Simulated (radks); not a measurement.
Problem. Excited configurations of neutral gadolinium: one electron is placed in a higher orbital outside [Xe] 4f7 5d1 6s1. The ground configuration is [Xe] 4f7 5d1 6s2. All-electron calculation, scalar-relativistic Kohn-Sham, LDA (Slater exchange, Perdew-Wang correlation), spin-polarised, spherical densities, point nucleus; open shells are filled with parallel spins first (spin-orbit coupling, left out, can overturn this in heavy ions). Program: a radial shooting solver on a logarithmic mesh with Libxc functionals. Excitation = E - E(ground); binding = E(ion) - E, where the ion is the core of charge +1; n* = 1/sqrt(2 binding) in atomic units, and the quantum defect is n - n*.

| outer orbital | excitation (eV) | binding (eV) | n* | quantum defect | eigenvalue (eV) | <r> (bohr) |
|---|---|---|---|---|---|---|
| 5f | 5.298 | 0.958 | 3.769 | 1.231 | -0.454 | 16.24 |
| 6d | 4.633 | 1.623 | 2.896 | 3.104 | -0.788 | 10.42 |
| 6f | 5.585 | 0.670 | 4.505 | 1.495 | -0.385 | 27.46 |
| 7s | 3.910 | 2.346 | 2.408 | 4.592 | -1.429 | 9.429 |
| 7d | 5.267 | 0.989 | 3.710 | 3.290 | -0.580 | 19.94 |

Estimate the row for 7p.

Solution. excitation (eV) 4.549; binding (eV) 1.707; n* 2.823; quantum defect 4.177; eigenvalue (eV) -1.020; <r> (bohr) 12.16. The Delta-SCF ionisation energy is 6.256 eV (NIST Atomic Spectra Database: 6.150 eV, measured). Self-interaction in the functional shifts the binding energies and quantum defects, so they are the method's values and not measured ones. Open shells are spherical and high-spin; term and fine-structure splittings are not resolved. Spin-orbit splitting is averaged out at the scalar-relativistic level.
